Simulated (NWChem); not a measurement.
All runs are NWChem calculations. System: H₃ISi, charge 0, spin multiplicity 1, at a geometry optimised with PBE0/def2-SVP with def2 effective core potentials on I. The structure started from a generated list of species. Level: EOM-CCSD/def2-SVPD with def2 effective core potentials on I, 9 core orbitals frozen.

NWChem printed:

```
             Northwest Computational Chemistry Package (NWChem) 7.3.0
             --------------------------------------------------------

                                NWChem Input Module
                                -------------------

 Scaling coordinates for geometry "geometry" by  1.889725989
 (inverse scale =  0.529177249)

 Turning off AUTOSYM since
 SYMMETRY directive was detected!

                             Geometry "geometry" -> ""
                             -------------------------

 Output coordinates in angstroms (scale by  1.889725989 to convert to a.u.)

  No.       Tag          Charge          X              Y              Z
 ---- ---------------- ---------- -------------- -------------- --------------
    1 Si                  14.0000     1.83358900     0.03791300     0.00000000
    2 I                   53.0000    -0.61494600    -0.01271400     0.00000000
    3 H                    1.0000     2.29270100     0.75345400     1.22270300
    4 H                    1.0000     2.29270100     0.75345400    -1.22270300
    5 H                    1.0000     2.33648400    -1.36383600     0.00000000

 Effective nuclear repulsion energy (a.u.)     201.8210681346

            Nuclear Dipole moment (a.u.)
            ----------------------------
        X                 Y               Z
 ---------------- ---------------- ----------------
    -0.0000113384     0.0000226767     0.0000000000

      Symmetry information
      --------------------

 Group name             Cs
 Group number              2
 Group order               2
 No. of unique centers     4

      Symmetry unique atoms

     1    2    3    5


 Summary of "ao basis" -> "" (spherical)
 ------------------------------------------------------------------------------
       Tag                 Description            Shells   Functions and Types
 ---------------- ------------------------------  ------  ---------------------
 *                         def2-svpd                  on all atoms

 Summary of "ao basis" -> "ao basis" (spherical)
 ------------------------------------------------------------------------------
       Tag                 Description            Shells   Functions and Types
 ---------------- ------------------------------  ------  ---------------------
 Si                        def2-svpd                10       24   5s3p2d
 I                         def2-svpd                13       35   5s5p3d
 H                         def2-svpd                 4        8   2s2p
[...]
 --------------------------------------------------------------
      Residuum       Omega / hartree  Omega / eV    Cpu    Wall
 --------------------------------------------------------------

 Iteration   1 using    2 trial vectors
   0.3826024010509   0.3156391527810    8.58898
   0.3719939981273   0.3558111032455    9.68212     0.7     0.7

 Iteration   2 using    4 trial vectors
   0.1049797332070   0.2384597579107    6.48882
   0.0898201695462   0.2851577254825    7.75954     0.7     0.7

 Iteration   3 using    6 trial vectors
   0.0910139437901   0.2254010408481    6.13348
   0.0649033890326   0.2785028223763    7.57845     0.7     0.7

 Iteration   4 using    8 trial vectors
   0.0467492812546   0.2167456749295    5.89795
   0.0603112866681   0.2708074862844    7.36905     0.7     0.7

 Iteration   5 using   10 trial vectors
   0.0252023183329   0.2139354986324    5.82148
   0.0489596535354   0.2645827491966    7.19967     0.7     0.7

 Iteration   6 using   12 trial vectors
   0.0135197640448   0.2134961163420    5.80953
   0.0292282948680   0.2626931339672    7.14825     0.7     0.7

 Iteration   7 using   14 trial vectors
   0.0069413986687   0.2134858603736    5.80925
   0.0151880870028   0.2620748999076    7.13142     0.7     0.7

 Iteration   8 using   16 trial vectors
   0.0032014286028   0.2134542731629    5.80839
   0.0074808757986   0.2619212809127    7.12724     0.7     0.7

 Iteration   9 using   18 trial vectors
   0.0014814058619   0.2134707558044    5.80884
   0.0043102748831   0.2619371073301    7.12767     0.7     0.7

 Iteration  10 using   20 trial vectors
   0.0007223995033   0.2134606136460    5.80856
   0.0031293689179   0.2618902620075    7.12640     0.7     0.7

 Iteration  11 using   22 trial vectors
   0.0004845880405   0.2134576221254    5.80848
   0.0019631918069   0.2618899828744    7.12639     0.7     0.7

 Iteration  12 using   24 trial vectors
   0.0002827007024   0.2134603061249    5.80855
   0.0011253573154   0.2618946360573    7.12652     0.8     0.8

 Iteration  13 using   26 trial vectors
   0.0001129532835   0.2134591946933    5.80852
   0.0007820634495   0.2618853716242    7.12627     0.7     0.7

 Iteration  14 using   28 trial vectors
   0.0000479516742   0.2134589303864    5.80852
   0.0004608855028   0.2618860327386    7.12628     0.7     0.7

 Iteration  15 using   30 trial vectors
   0.0000241309389   0.2134593512705    5.80853
   0.0002107618912   0.2618855834238    7.12627     0.8     0.8

 Iteration  16 using   32 trial vectors
   0.0000100631844   0.2134593772440    5.80853
   0.0000907670572   0.2618849763144    7.12626     0.8     0.8

 Iteration  17 using   34 trial vectors
   0.0000046169875   0.2134593610208    5.80853
   0.0000472600193   0.2618850198448    7.12626     0.8     0.8

 Iteration  18 using   35 trial vectors
   0.0000046098230   0.2134593633559    5.80853
   0.0000292698681   0.2618850452552    7.12626     0.5     0.5

 Iteration  19 using   36 trial vectors
   0.0000044958327   0.2134593634937    5.80853
   0.0000170313532   0.2618850288770    7.12626     0.5     0.5

 Iteration  20 using   37 trial vectors
   0.0000045673764   0.2134593631073    5.80853
   0.0000102115226   0.2618850883723    7.12626     0.5     0.5

 Iteration  21 using   38 trial vectors
   0.0000045604849   0.2134593627588    5.80853
   0.0000061273046   0.2618850574697    7.12626     0.5     0.5
 --------------------------------------------------------------
 Iterations converged
 ------------------

 Excited state root  1
 Excitation energy / hartree =        0.213459362758795
                   / eV      =        5.808527271283173
 largest EOMCCSD amplitudes: R1 and R2

 Singles contributions
    22a'  (alpha) ---    20a"  (alpha)        0.7807547923
    26a'  (alpha) ---    20a"  (alpha)        0.3472892556
    29a'  (alpha) ---    20a"  (alpha)       -0.3092860644
    32a'  (alpha) ---    20a"  (alpha)       -0.1589491266

 Doubles contributions
 ------------------

 Excited state root  2
 Excitation energy / hartree =        0.261885057469666
                   / eV      =        7.126258031478334
 largest EOMCCSD amplitudes: R1 and R2

 Singles contributions
    22a'  (alpha) ---    20a"  (alpha)        0.1097547563
    23a'  (alpha) ---    20a"  (alpha)        0.6834566519
    26a'  (alpha) ---    20a"  (alpha)       -0.5849196264
    29a'  (alpha) ---    20a"  (alpha)       -0.1913195719

 Doubles contributions

 Task  times  cpu:       37.6s     wall:       37.6s

 Total times  cpu:       37.7s     wall:       37.7s
```

### Question
Write an NWChem input that would produce this output.

### Answer
Several could match; the one computed here: 
```
start mol
memory heap 100 mb stack 700 mb global 1900 mb
geometry units angstroms nocenter noautoz
  Si     1.833589     0.037913     0.000000
  I     -0.614946    -0.012714     0.000000
  H      2.292701     0.753454     1.222703
  H      2.292701     0.753454    -1.222703
  H      2.336484    -1.363836     0.000000
  symmetry group Cs
end
basis spherical
  * library def2-svpd
end
ecp
  I library def2-ecp
end
scf
  rhf
  nopen 0
  maxiter 100
  thresh 1e-7
  semidirect memsize 60000000 filesize 0
end
tce
  freeze core 9
  ccsd
  nroots 2
  2eorb
  2emet 13
  thresh 1e-5
  maxiter 200
  tilesize 24
end
task tce energy
```
